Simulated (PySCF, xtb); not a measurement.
Be(OH)(NH2) (BeH3NO), SMILES [Be]([OH])[NH2]. The values are those of a single conformer.

Harmonic wavenumbers (cm⁻¹) from xtb with GFN2-xTB at its own minimum, in rising order: 202, 248, 369, 438, 460, 544, 673, 1439, 1589, 3523, 3528, 3896.

Question: What does PBE0-D3(BJ)/def2-TZVP (PySCF 2.14.0) give at its own minimum? (Estimate from the structure and the level; the computed values follow.)

Answer: 257, 290, 296, 310, 606, 700, 713, 1476, 1577, 3628, 3711, 4000. Paired by order, the mean absolute difference is 90 cm⁻¹ and the zero-point energies are 24.2 and 25.1 kcal/mol.
